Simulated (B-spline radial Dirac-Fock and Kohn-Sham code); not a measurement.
## Form factor and incoherent scattering function of Pb⁶¹⁺

System: lead as Pb⁶¹⁺, configuration 1s2 2s2 2p6 3s2 3p6 3d3.

Level of theory: relativistic Hartree-Fock (Dirac-Fock) wave functions, averaged over the configuration; a radial B-spline solver. f₀ is the Fourier transform of the spherical electron density, S the Waller-Hartree incoherent function, and s = sin θ/λ. The electron scattering factor follows from the Mott-Bethe formula f_e = 0.023934 Å⁻¹·(Z − f₀)/s².

| s (Å⁻¹) | f₀ | S | f_e (Å) |
| --- | --- | --- | --- |
| 0 | 21.000 | 0.000 | – |
| 0.04 | 20.996 | 0.004 | 912.548 |
| 0.05 | 20.993 | 0.007 | 584.054 |
| 0.07 | 20.987 | 0.013 | 298.018 |
| 0.08 | 20.983 | 0.017 | 228.185 |
| 0.11 | 20.968 | 0.032 | 120.723 |
| 0.14 | 20.947 | 0.052 | 74.553 |
| 0.17 | 20.923 | 0.077 | 50.582 |
| 0.22 | 20.871 | 0.128 | 30.229 |
| 0.28 | 20.791 | 0.206 | 18.686 |
| 0.35 | 20.675 | 0.320 | 11.982 |
| 0.45 | 20.466 | 0.524 | 7.273 |
| 0.57 | 20.153 | 0.827 | 4.556 |
| 0.72 | 19.672 | 1.287 | 2.878 |
| 0.91 | 18.938 | 1.977 | 1.823 |
| 1.15 | 17.851 | 2.972 | 1.161 |
| 1.46 | 16.272 | 4.366 | 0.738 |
| 1.85 | 14.188 | 6.131 | 0.474 |
| 2.35 | 11.674 | 8.199 | 0.305 |
| 2.98 | 9.137 | 10.340 | 0.196 |
| 3.77 | 7.080 | 12.345 | 0.126 |
| 4.78 | 5.683 | 14.155 | 0.080 |
| 6.06 | 4.624 | 15.795 | 0.050 |

f₀ starts at the number of electrons, 21, and has fallen to half at s ≈ 2.64 Å⁻¹. The sum of ⟨r²⟩ over the electrons is 0.3647 bohr². For an ion f_e diverges as s goes to zero, because of the net charge.

Values without a named source are computed, but for edge energies of neutral atoms, which are taken from tables.
